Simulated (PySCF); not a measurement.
Stepwise substitution at one centre (Si NH2-OCH3). Gas-phase values, no solvent. One relaxed conformer stands for each flexible species; it need not be the lowest. Strings in code marks are SMILES.

The four lowest singlet excitations (Tamm–Dancoff). Method: PySCF with PBE-D3(BJ)/def2-TZVP // r2SCAN-D4/def2-SVP. Excitations are Tamm–Dancoff values on a coarser integration grid. The basis has no diffuse functions, so Rydberg states are missing or too high.

```csv
state,energy (eV),wavelength (nm),oscillator strength
S1,6.08,204,0.032
S2,6.36,195,0.001
S3,6.52,190,0.002
S4,6.85,181,0.004
```

Problem. Identify which member gives these states.
(A) `CO[Si](N)(N)N`
(B) `CO[Si](N)(N)OC`
(C) `N[Si](N)(N)N`
(D) `CO[Si](N)(OC)OC`

Solution. D, `CO[Si](N)(OC)OC`
